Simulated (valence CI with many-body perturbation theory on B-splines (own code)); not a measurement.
E1 line list for Zn25+

Calculated by configuration interaction combined with many-body perturbation theory (CI+MBPT): three valence electrons over a frozen Dirac-Fock core [He], a basis of 11 s, 11 p, 9 d, 7 f, 5 g, 2 h, 1 i functions for each j, with the one-electron correlation potential Σ1 (screened to all orders), the two-electron term Σ2, the three-electron term Σ3, Breit, model QED; selected single and double excitations, second order for the rest (own B-spline code, finite nucleus).

No measured levels were compared; by estimate levels of excited configurations hold to 0.05 to 0.15 % of their energy, terms of the ground configuration to about 0.5 %.

Lines 1 to 50 of 255 in falling wavelength, among levels below 1610.7 eV, chosen from the strongest by gf and those to the six lowest levels. Wavelengths and rates use the calculated energies, so an error of 900 cm⁻¹ moves a line at 56.74 nm by 0.51 % and its rate by three times that or more. Electric multipoles are in the length gauge, E1 and E2 with the static RPA response of the core. Weak lines are less certain than strong ones. Lines between different terms over intervals too small for the method are left out, as are lines whose strength nearly cancels. The highest levels of a list are the least certain.

Names give the largest LS component (configuration and term), which can be under half, so a name can repeat, a term be missing and a line seem to break the LS rules; names also repeat where a configuration has a term twice. Letters in brackets count levels of one name in rising energy.

| λ vac (nm) | Upper | Lower | A (s⁻¹) | S (a.u.) |
| --- | --- | --- | --- | --- |
| 56.74 | 2s.2p.3d 4F°_9/2 | 2s.2p.3p 4D_7/2 | 6.04e+08 | 5.45e-01 |
| 54.20 | 2s.2p.3d 4F°_7/2 | 2s.2p.3p 4D_5/2 | 6.73e+08 | 4.23e-01 |
| 51.94 | 2s.2p.3d 2F°_7/2 [b] | 2s.2p.3p 2D_5/2 [b] | 6.89e+08 | 3.81e-01 |
| 51.55 | 2p2.3d 4F_5/2 | 2p2.3p 4D°_3/2 [a] | 7.55e+08 | 3.06e-01 |
| 49.68 | 2s.2p.3d 4D°_7/2 | 2s.2p.3p 4P_5/2 | 4.75e+08 | 2.30e-01 |
| 47.94 | 2s.2p.3d 2D°_5/2 [b] | 2s.2p.3p 2P_3/2 | 6.99e+08 | 2.28e-01 |
| 47.41 | 2s.2p.3d 4P°_5/2 | 2s.2p.3p 4S_3/2 [a] | 6.84e+08 | 2.16e-01 |
| 47.04 | 2s2.3d 2D_5/2 | 2s2.3p 2P°_3/2 | 9.46e+08 | 2.92e-01 |
| 44.86 | 2s.2p.3d 4F°_5/2 | 2s.2p.3p 4D_3/2 | 7.84e+08 | 2.10e-01 |
| 44.02 | 2s.2p.3d 2F°_5/2 [a] | 2s.2p.3p 2D_3/2 [a] | 1.08e+09 | 2.72e-01 |
| 43.96 | 2p2.3p 4D°_5/2 | 2p2.3s 4P_3/2 | 1.07e+09 | 2.70e-01 |
| 43.48 | 2s.2p.3d 2D°_5/2 [a] | 2s.2p.3p 4S_3/2 [b] | 7.34e+08 | 1.79e-01 |
| 43.24 | 2p2.3p 2P°_3/2 | 2p2.3s 2D_3/2 [a] | 9.88e+08 | 1.58e-01 |
| 43.07 | 2p2.3p 4D°_7/2 | 2p2.3s 4P_5/2 | 2.01e+09 | 6.34e-01 |
| 42.92 | 2p2.3d 4F_3/2 | 2p2.3p 4D°_1/2 | 1.26e+09 | 1.96e-01 |
| 42.88 | 2s.2p.3p 2D_3/2 [a] | 2s.2p.3s 2P°_1/2 [a] | 1.00e+09 | 1.56e-01 |
| 42.87 | 2s.2p.3d 2F°_5/2 [b] | 2s.2p.3p 2D_3/2 [b] | 8.85e+08 | 2.07e-01 |
| 42.56 | 2s.2p.3d 4F°_3/2 | 2s.2p.3p 4D_1/2 | 1.05e+09 | 1.60e-01 |
| 41.36 | 2s.2p.3p 4P_3/2 | 2s.2p.3s 4P°_5/2 | 1.09e+09 | 1.52e-01 |
| 41.25 | 2s.2p.3d 2F°_7/2 [a] | 2s.2p.3p 2D_5/2 [a] | 1.25e+09 | 3.47e-01 |
| 41.14 | 2p2.3p 4P°_5/2 | 2p2.3s 4P_3/2 | 8.22e+08 | 1.69e-01 |
| 41.06 | 2p2.3p 4D°_3/2 [a] | 2p2.3s 4P_1/2 | 1.61e+09 | 2.20e-01 |
| 39.99 | 2p2.3p 2F°_5/2 | 2p2.3s 2D_3/2 [a] | 1.70e+09 | 3.22e-01 |
| 39.08 | 2s.2p.3p 2D_5/2 [a] | 2s.2p.3s 2P°_3/2 [a] | 1.53e+09 | 2.71e-01 |
| 39.06 | 2s2.3d 2D_3/2 | 2s2.3p 2P°_1/2 | 1.33e+09 | 1.57e-01 |
| 38.72 | 2s.2p.3p 4D_7/2 | 2s.2p.3s 4P°_5/2 | 2.33e+09 | 5.34e-01 |
| 38.43 | 2s.2p.3p 2D_5/2 [b] | 2s.2p.3s 2P°_3/2 [b] | 1.42e+09 | 2.38e-01 |
| 38.15 | 2s.2p.3p 4P_5/2 | 2s.2p.3s 4P°_5/2 | 1.72e+09 | 2.83e-01 |
| 38.03 | 2s.2p.3d 2D°_3/2 [a] | 2s.2p.3p 2P_1/2 [a] | 1.13e+09 | 1.23e-01 |
| 37.64 | 2p2.3p 4S°_3/2 | 2p2.3s 4P_5/2 | 2.40e+09 | 2.53e-01 |
| 36.81 | 2s.2p.3p 4D_5/2 | 2s.2p.3s 4P°_3/2 | 2.66e+09 | 3.93e-01 |
| 36.26 | 2s.2p.3p 4P_1/2 | 2s.2p.3s 4P°_3/2 | 2.44e+09 | 1.15e-01 |
| 36.08 | 2s2.3p 2P°_3/2 | 2s2.3s 2S_1/2 | 2.56e+09 | 2.37e-01 |
| 35.81 | 2s.2p.3p 2P_3/2 | 2s.2p.3s 2P°_1/2 [b] | 1.64e+09 | 1.48e-01 |
| 35.41 | 2s.2p.3p 2S_1/2 [a] | 2s.2p.3s 2P°_3/2 [a] | 2.68e+09 | 1.17e-01 |
| 35.28 | 2s.2p.3p 4S_3/2 [b] | 2s.2p.3s 4P°_5/2 | 1.33e+09 | 1.16e-01 |
| 34.57 | 2s.2p.3p 4S_3/2 [a] | 2s.2p.3s 4P°_1/2 | 2.44e+09 | 1.99e-01 |
| 33.25 | 2p2.3p 2F°_5/2 | 2p2.3s 4P_5/2 | 1.22e+09 | 1.32e-01 |
| 31.10 | 2s.2p.3d 2F°_7/2 [a] | 2s.2p.3p 4P_5/2 | 8.34e+08 | 9.90e-02 |
| 29.30 | 2s.2p.3p 2D_5/2 [a] | 2s.2p.3s 4P°_5/2 | 1.52e+09 | 1.13e-01 |
| 20.11 | 2s.2p2 4P_5/2 | 2s2.2p 2P°_3/2 | 2.57e+08 | 6.19e-03 |
| 18.76 | 2p3 2D°_5/2 | 2s.2p2 2P_3/2 | 3.82e+09 | 7.47e-02 |
| 15.57 | 2p3 4S°_3/2 | 2s.2p2 2D_3/2 | 7.58e+08 | 5.64e-03 |
| 14.93 | 2p2.3s 2D_5/2 | 2s.2p.3s 2P°_3/2 [b] | 8.87e+09 | 8.75e-02 |
| 13.83 | 2p3 2D°_3/2 | 2s.2p2 2P_1/2 | 1.09e+10 | 5.71e-02 |
| 13.82 | 2p2.3d 4F_5/2 | 2s.2p.3d 4F°_7/2 | 8.46e+09 | 6.61e-02 |
| 13.41 | 2p2.3s 2D_3/2 [a] | 2s.2p.3s 2P°_3/2 [a] | 9.51e+09 | 4.53e-02 |
| 13.26 | 2p2.3p 4D°_7/2 | 2s.2p.3p 4D_7/2 | 8.63e+09 | 7.94e-02 |
| 12.81 | 2p2.3s 4P_5/2 | 2s.2p.3s 4P°_5/2 | 9.31e+09 | 5.80e-02 |
| 12.34 | 2s.2p2 2D_5/2 | 2s2.2p 2P°_3/2 | 8.11e+09 | 4.51e-02 |
